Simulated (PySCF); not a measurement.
BiCl3, SMILES [Cl][Bi]([Cl])[Cl].

The structure is a stationary point at PBE0-D3(BJ)/def2-SVP. The isomer is the one that the SMILES or the coordinates give; other isomers of the formula were not compared. The def2 effective core potentials stand for the cores of Bi; spin–orbit coupling is left out.

Calculation: CAM-B3LYP/def2-TZVPD (PySCF).

Symmetry labels are those of the subgroup Cs that the program uses (full group C3v).

Problem. List the valence orbital energies around the gap with their symmetry. (The exact figures need the calculation; the answer reports its results.)

Solution. 
```
orbital  symmetry  energy (eV)
-------  --------  -----------
HOMO−7         A'       -12.53
HOMO−6         A'       -11.86
HOMO−5         A"       -10.98
HOMO−4         A'       -10.98
HOMO−3         A'       -10.57
HOMO−2         A"       -10.57
HOMO−1         A"       -10.49
HOMO           A'       -10.10
LUMO           A'        -1.74
LUMO+1         A"        -1.37
LUMO+2         A'        -1.37
LUMO+3         A'         0.55
```
